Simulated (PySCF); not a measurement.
Mapped SMILES: `[CH3:1][CH2:2]/[CH:3]=[CH:4]/[CH2:5][O:6][SiH2:7][C:8]#[N:9]`; H(Xn) means a hydrogen on atom n.

PySCF 2.14.0 with density-fitted response routines calculation with PBE0/pcSseg-1 with gauge-including orbitals and geometry from GFN2-xTB; no solvent model, non-relativistic, one averaged value for each set of equivalent atoms, one computed conformer.

Shifts are taken against calculated references (same method and geometry level): ¹³C (186.93 ppm), ¹H (31.72 ppm), ²⁹Si (349.16 ppm) vs TMS; ¹⁷O (336.08 ppm) vs H2O; ¹⁵N (267.73 ppm) vs NH3.

```
 atoms  nucleus  count  Hirshfeld charge  δ (ppm)
    C1      ¹³C      1             -0.12     17.5
    C4      ¹³C      1             -0.06    131.9
    N9      ¹⁵N      1             -0.20    361.8
 H(C3)       ¹H      1              0.04        ?
H(Si7)       ¹H      2             -0.06        ?
 H(C5)       ¹H      2              0.04     4.59
 H(C4)       ¹H      1              0.05     5.66
    C5      ¹³C      1              0.01        ?
    O6      ¹⁷O      1             -0.20     22.0
    C2      ¹³C      1             -0.07        ?
    C8      ¹³C      1             -0.04    124.4
   Si7     ²⁹Si      1              0.46    -58.0
 H(C2)       ¹H      2              0.04     2.22
 H(C1)       ¹H      3              0.04        ?
    C3      ¹³C      1             -0.04    139.6
```

Question: Complete the table.

Answer: 
- C5: 67.7 ppm, allylic sp3 CH2 bonded to O; deshielded by the electronegative neighbour
- C2: 32.1 ppm, allylic sp3 CH2; aliphatic region, no heteroatom directly attached
- H(C3): 6.30 ppm, hydrogen on an alkene CH; olefinic region
- H(Si7): 5.03 ppm, hydrogen on a silicon bonded to C, O
- H(C1): 1.12 ppm, hydrogen on a methyl carbon

Shifts are as computed. Against solution values, carbons near 30 ppm lie about +3 ppm off and those near 130 ppm about +5 ppm. Of 1211 compounds with measured shifts, 218 miss one by over three times the rms of a fit or turn the order of signals round; such compounds aren't used in these exercises. Experimental scales use liquid or dissolved standards, which lie at an offset from isolated NH3 (liquid NH3: subtract about 20 ppm) and H2O (liquid H2O: subtract about 36 ppm). Unscaled 15N shifts of sp2 nitrogen come out 20 to 40 ppm too high even then.
